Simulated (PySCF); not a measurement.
**Functional dependence of a UV spectrum**

Species: Ge2H8Si.
Structure used (PBE0-D3(BJ)/def2-SVP), in Å, numbered top down from 1:
```xyz
11
Ge2H8Si angstrom
Si     1.8624    0.7490    0.0007
Ge     0.2182   -0.9696   -0.1079
Ge    -2.0069   -0.0252    0.0697
H      3.2404    0.1895   -0.1504
H      1.6219    1.7426   -1.0903
H      1.7682    1.4522    1.3168
H      0.4431   -1.9852    1.0305
H      0.3462   -1.7214   -1.4488
H     -2.2574    0.9463   -1.0988
H     -2.1434    0.7542    1.3911
H     -3.0819   -1.1271    0.0354
```

Linear-response calculations in the def2-SVPD basis (PySCF; singlets by full response, triplets Tamm–Dancoff, core orbitals frozen in the response; HF means time-dependent Hartree–Fock). 'Strongest' is the level of largest summed f among the singlets computed (10 roots, of which the last may lack a degenerate partner); it can jump between rows when another state enters that window. S1 is the lowest singlet of each run and needn't be the same state throughout; f(S1) is that of one state. Isolated species at its PBE0-D3(BJ)/def2-SVP geometry, gas phase. The LDA/def2-SVPD calculation is non-relativistic and has no spin–orbit coupling, an omission that weighs most on germanium.

| functional | kind | S1 (eV) | f(S1) | strongest (eV) | T1 (eV) | HOMO (eV) | gap (eV) | ionisation energy, ΔSCF (eV) |
| --- | --- | --- | --- | --- | --- | --- | --- | --- |
| LDA | LDA | 6.17 | 0.017 | 7.02 | 5.56 | -6.94 | 5.76 | 9.63 |
| PBE | GGA | 6.26 | 0.003 | 6.33 | 5.55 | -6.85 | 5.86 | 9.50 |
| B3LYP | global hybrid, 20% exact exchange | 6.57 | 0.041 | 6.64 | 5.77 | -7.67 | 7.19 | 9.68 |
| PBE0 | global hybrid, 25% exact exchange | 6.76 | 0.078 | 6.83 | 5.84 | -7.88 | 7.65 | 9.69 |
| BHandHLYP | global hybrid, 50% exact exchange | 7.03 | 0.200 | 7.16 | 6.08 | -8.77 | 9.26 | 9.73 |
| CAM-B3LYP | range-separated hybrid | 6.90 | 0.110 | 6.99 | 5.99 | -9.06 | 9.65 | 9.78 |
| wB97X-D | range-separated hybrid | 6.98 | 0.161 | 7.11 | 6.12 | -9.59 | 10.94 | 9.74 |
| LC-wPBE | range-separated hybrid | 7.29 | 0.310 | 7.29 | 6.19 | -10.34 | 11.96 | 9.91 |
| HF | Hartree–Fock | 7.52 | 0.318 | 8.27 | 6.32 | -10.21 | 12.31 | not settled |

S1 runs from 6.17 eV (LDA) to 7.52 eV (HF), a spread of 1.35 eV, while the orbital gap spreads over 6.5 eV. Along PBE (0%), B3LYP (20%), PBE0 (25%), BHandHLYP (50%), HF (100%) S1 rises with the share of exact exchange. −ε(HOMO) comes closest to its own ΔSCF ionisation energy with wB97X-D (-0.15 eV) and misses most with LDA (-2.69 eV). 'Not settled' means that the ion's SCF failed to converge or may have ended in another state than the lowest.

Without π bonds the low states are Rydberg-like; a valence basis with one diffuse set may place them up to an eV too high.
